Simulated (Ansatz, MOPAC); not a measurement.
System: H₆BN₂O, net charge 1, singlet state. SMILES: NB(N)[OH2+]

Atoms: N1, B2, N3, O4, H5, H6, H7, H8, H9, H10. Bonds: N1-B2, N1-H5, N1-H6, B2-N3, B2-O4, N3-H7, N3-H8, O4-H9, O4-H10.

Bond lengths (Å) and angles (degrees) optimised at PM7 with MOPAC; B3LYP/LANL2DZ with Ansatz (a quantum-chemistry and plane-wave program); B3LYP/6-31G* with Ansatz, each started from the B3LYP-D3(BJ)/def2-TZVP structure (Ansatz) of the last column. A row stands for all coordinates that are equal there; 8 of 17 kinds are shown. 6-31G* holds six Cartesian d functions. No wavenumbers were computed at B3LYP/LANL2DZ, so these may be saddle points.

| coordinate | PM7 | B3LYP/LANL2DZ | B3LYP/6-31G* | B3LYP-D3(BJ)/def2-TZVP |
|---|---|---|---|---|
| N1-B2 | 1.357 to 1.368 | 1.391 | 1.386 | 1.382 |
| N1-H5 | 1.004 to 1.008 | 1.014 | 1.012 | 1.007 |
| N1-H6 | 1.010 | 1.015 | 1.013 | 1.008 |
| B2-O4 | 1.671 | 1.550 | 1.545 | 1.529 |
| O4-H9 | 0.988 | 0.980 | 0.978 | 0.971 |
| N1-B2-N3 | 144.7 | 133.9 | 134.3 | 133.6 |
| N1-B2-O4 | 109.7 | 113.1 | 113.8 | 113.6 |
| N3-B2-O4 | 105.6 | 113.1 | 111.9 | 112.8 |

A range marks coordinates that this level makes unequal.

Mean signed difference of all 9 bond lengths from B3LYP-D3(BJ)/def2-TZVP: PM7 0.015 Å, B3LYP/LANL2DZ 0.009 Å, B3LYP/6-31G* 0.006 Å.
